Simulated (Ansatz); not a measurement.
Two members of one family (Same ligands, another metal), computed with Ansatz in the gas phase; def2 core potentials for Zr, no spin–orbit coupling. The two geometries come from different levels. Binding counts from free atoms in the multiplicity of their measured ground term, without zero-point energy. Names give formal oxidation states. A dash marks a value that wasn't run or was left out as unsound. The structures are stationary points that may keep the symmetry of their start. Remarks come from the PBE and PBE0 runs and from stability tests at other levels; not every state was tested. A HOMO above zero means that the electron is unbound at that level and held by the basis, or that self-interaction error raises the level; the energy of removing that electron tells which.

First: Zr(NH2)Cl3 (singlet, charge 0, PBE-D4/def2-SVP geometry).

```tsv
atom	x (Å)	y (Å)	z (Å)
Zr1	-0.095	0.703	-0.178
N2	0.142	-1.241	0.244
H3	-0.613	-1.908	0.451
H4	1.044	-1.725	0.333
Cl5	-2.289	0.960	-0.986
Cl6	1.615	1.288	-1.686
Cl7	0.195	1.923	1.822
```

```json
{"level": "PBE-D4/def2-SVP", "HOMO (eV)": "-6.87", "LUMO (eV)": "-2.94", "gap (eV)": "3.93", "vertical EA (eV)": "–", "binding per atom (eV)": "–"}
{"level": "revPBE-D4/def2-TZVP", "HOMO (eV)": "-6.95", "LUMO (eV)": "-3.02", "gap (eV)": "3.93", "vertical EA (eV)": "–", "binding per atom (eV)": "–"}
{"level": "r2SCAN-D4/def2-TZVPD", "HOMO (eV)": "-7.35", "LUMO (eV)": "-2.99", "gap (eV)": "4.36", "vertical EA (eV)": "0.48", "binding per atom (eV)": "–"}
{"level": "PBE0-D4/def2-TZVPD", "HOMO (eV)": "-8.42", "LUMO (eV)": "-2.33", "gap (eV)": "6.08", "vertical EA (eV)": "0.67", "binding per atom (eV)": "3.98"}
{"level": "HSE06-D4/def2-TZVP", "HOMO (eV)": "-7.99", "LUMO (eV)": "-2.67", "gap (eV)": "5.33", "vertical EA (eV)": "–", "binding per atom (eV)": "3.98"}
```

Metal–donor distances: 1 × N 2.00 Å, 3 × Cl 2.35 to 2.36 Å. Remarks: HOMO above zero (-1 doublet).

Second: Ti(NH2)Cl3 (singlet, charge 0, r2SCAN-D4/def2-SVP geometry).

```xyz
7

Ti    0.121    0.397    0.526
N    -0.259   -0.703   -0.893
H    -0.162   -1.718   -0.878
H    -0.538   -0.370   -1.817
Cl   -0.115   -0.811    2.330
Cl   -1.240    2.104    0.390
Cl    2.194    1.101    0.342
```

Question: What does the change do? Estimate second minus first.

Answer: 
```
               level  Δ HOMO (eV)  Δ LUMO (eV)  Δ gap (eV)  Δ vertical EA (eV)  Δ binding per atom (eV)
     PBE-D4/def2-SVP         0.00        -0.98       -0.98                   –                        –
 revPBE-D4/def2-TZVP        -0.11        -1.01       -0.90                   –                        –
r2SCAN-D4/def2-TZVPD        -0.14        -1.12       -0.99                0.98                        –
  PBE0-D4/def2-TZVPD        -0.12        -0.91       -0.78                1.18                    -0.33
  HSE06-D4/def2-TZVP        -0.11        -0.91       -0.80                   –                    -0.33
```

Metal–donor distances: 1 × N 1.83 Å, 3 × Cl 2.18 to 2.20 Å. Remarks: HOMO above zero (-1 doublet).
